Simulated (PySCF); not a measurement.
CF2 (SMILES F[C]F), singlet, at a GFN2-xTB geometry. Base run: M062X/6-31G*, TDDFT (PySCF).

PySCF was given this input:
```python
from pyscf import gto, scf, dft, tdscf

mol = gto.M(
    atom='''
F    -1.034387   -0.205690    0.027185
C    -0.003952    0.589579    0.034005
F     1.037022   -0.187362   -0.049854
''',
    basis='6-31g*',
    charge=0,
    spin=0,
    verbose=4,
)

mf = dft.RKS(mol)
mf.xc = 'm062x'
mf.kernel()
td = mf.TDDFT()
td.nstates = 5
td.kernel()
td.analyze()
```

Variants of this job, named by their change:

```json
[
 {"change": "base", "first excitation (eV)": "4.27", "oscillator strength of the first": "0.025", "second (eV)": "8.55", "core-seconds (rough)": "50"},
 {"change": "nstates = 10", "first excitation (eV)": "4.27", "oscillator strength of the first": "0.025", "second (eV)": "8.55", "core-seconds (rough)": "40"},
 {"change": "functional = camb3lyp", "first excitation (eV)": "4.73", "oscillator strength of the first": "0.030", "second (eV)": "8.27", "core-seconds (rough)": "20"},
 {"change": "conv_tol = 1e-3", "first excitation (eV)": "4.27", "oscillator strength of the first": "0.025", "second (eV)": "8.55", "core-seconds (rough)": "30"},
 {"change": "nstates = 15", "first excitation (eV)": "4.27", "oscillator strength of the first": "0.025", "second (eV)": "8.55", "core-seconds (rough)": "40"},
 {"change": "basis = 6-31G", "first excitation (eV)": "___", "oscillator strength of the first": "___", "second (eV)": "___", "core-seconds (rough)": "20"},
 {"change": "functional = pbe", "first excitation (eV)": "4.71", "oscillator strength of the first": "0.028", "second (eV)": "7.42", "core-seconds (rough)": "8"},
 {"change": "functional = pbe0", "first excitation (eV)": "4.74", "oscillator strength of the first": "0.030", "second (eV)": "8.22", "core-seconds (rough)": "20"},
 {"change": "basis = def2-SVP", "first excitation (eV)": "___", "oscillator strength of the first": "___", "second (eV)": "8.55", "core-seconds (rough)": "50"},
 {"change": "response = Tamm-Dancoff", "first excitation (eV)": "___", "oscillator strength of the first": "___", "second (eV)": "___", "core-seconds (rough)": "20"}
]
```

What belongs in the gaps?


- basis = 6-31G, first excitation (eV): 3.86
- basis = 6-31G, oscillator strength of the first: 0.026
- basis = 6-31G, second (eV): 8.30
- basis = def2-SVP, first excitation (eV): 4.16
- basis = def2-SVP, oscillator strength of the first: 0.029
- response = Tamm-Dancoff, first excitation (eV): 4.83
- response = Tamm-Dancoff, oscillator strength of the first: 0.051
- response = Tamm-Dancoff, second (eV): 8.58

An iterative solver can miss low states, so a row lists the states that it found.
